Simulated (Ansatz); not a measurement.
This geometry of F2H2Si + FH + H3N (11 atoms, charge 0, multiplicity 1) is a first-order saddle point.

Level of theory: RKS PBE-D4/cc-pVDZ (Ansatz).

```xyz
11
Properties=species:S:1:pos:R:3
Si -1.127 -0.025 -0.842
H -0.942 0.501 0.706
F -0.398 -1.510 -0.402
F -2.763 0.173 -0.491
H -1.355 -0.302 -2.306
H 1.559 0.578 0.100
F 0.226 1.020 -1.191
H 0.212 0.286 1.034
N 1.335 0.027 0.954
H 1.943 0.222 1.757
H 1.310 -0.971 0.681
```

**Question.** Which two structures does it join? (They come from a converged band through this point; their orientation in space is the band's.)

**Answer.** Bonds broken: Si1–H2, H8–N9. Bonds formed: H2–H8. F2H2Si + FH + H3N becomes F3HSi + H2 + H3N.

Image 0:

```xyz
11
Properties=species:S:1:pos:R:3
Si -1.457 -0.041 -0.894
H -1.869 0.986 0.118
F -0.510 -1.264 -0.196
F -2.885 -0.915 -1.013
H -1.179 0.208 -2.341
H 0.965 0.682 0.063
F 0.355 1.060 -0.768
H 1.413 0.378 2.011
N 1.564 -0.003 1.068
H 2.567 -0.203 0.963
H 1.036 -0.889 0.988
```

Image 8:

```xyz
11
Properties=species:S:1:pos:R:3
Si -1.188 -0.216 -1.429
H -1.025 0.676 1.884
F -0.510 -1.499 -0.663
F -2.524 0.232 -0.597
H -1.524 -0.562 -2.833
H 1.660 0.651 0.196
F -0.111 1.023 -1.379
H -0.291 0.511 1.713
N 2.092 -0.110 0.742
H 1.993 0.187 1.725
H 1.427 -0.892 0.641
```

**Question.** How far does it lie above each of them?

**Answer.** 0.58 eV above the first and 0.66 eV above the second. This is the barrier of this one path; another mechanism may lie lower. The orbitals stay closed-shell, which can raise the energy where a bond breaks towards radicals; this wasn't checked here.

Time of the run: 4.2 min on 2 threads of Arm Neoverse V1 (shared host), peak memory 0.15 GiB.
